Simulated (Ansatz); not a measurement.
Relaxation of BF2H4N (8 atoms, charge 0, multiplicity 1), to a largest force component of 0.03 eV/Å in at most 50 steps.

These are results of RKS PBE0-D4/6-31G* (Ansatz), not measurements.

```xyz
8
Properties=species:S:1:pos:R:3:forces:R:3
B -0.037 0.410 -0.535 0.01 -0.11 0.26
N -0.022 0.066 2.183 -0.11 0.72 -0.51
H -0.801 -0.194 2.781 0.00 0.01 0.00
H 0.814 0.077 2.761 -0.01 -0.01 0.00
F 1.136 -0.053 -0.919 0.00 0.00 0.00
F -1.124 -0.239 -0.905 0.00 -0.01 -0.01
H -0.122 1.452 0.039 0.00 0.17 -0.39
H -0.185 1.038 1.866 0.10 -0.78 0.66
```

Task: Where does it end, and by what steps?

Result: It converged. After 15 steps the energy has fallen by 0.848 eV; H3 moved furthest, 1.05 Å. Joined: B1–N2 (2.74 → 1.69 Å).

```
step  energy less start (eV)  largest force component (eV/Å)  accepted
   0                  0.0000                           0.779       yes
   1                 -0.0670                           1.009       yes
   2                 -0.1456                           2.024       yes
   3                 -0.2732                           1.117       yes
   4                 -0.4624                           1.769       yes
   5                 -0.7088                           1.578       yes
   6                 -0.7623                           1.127       yes
   7                 -0.6473                           4.103        no
   8                 -0.8022                           0.167       yes
   9                 -0.8121                           0.082       yes
  10                 -0.8298                           0.061       yes
  11                 -0.8088                           0.970        no
  12                 -0.8400                           0.035       yes
  13                 -0.8416                           0.414       yes
  14                 -0.8479                           0.059       yes
  15                 -0.8483                           0.008       yes
```

```xyz
8
Properties=species:S:1:pos:R:3
B -0.032 0.412 0.047
N -0.037 0.291 1.733
H -0.297 -0.662 1.988
H 0.883 0.487 2.121
F 0.916 -0.520 -0.310
F -1.320 0.049 -0.276
H 0.259 1.570 -0.180
H -0.712 0.929 2.149
```

Whether the end is a true minimum wasn't checked by a vibrational analysis.

Run time: 19 s on 1 thread of Intel(R) Xeon(R) 6975P-C (Granite Rapids), on a shared host, peak memory 0.15 GiB.
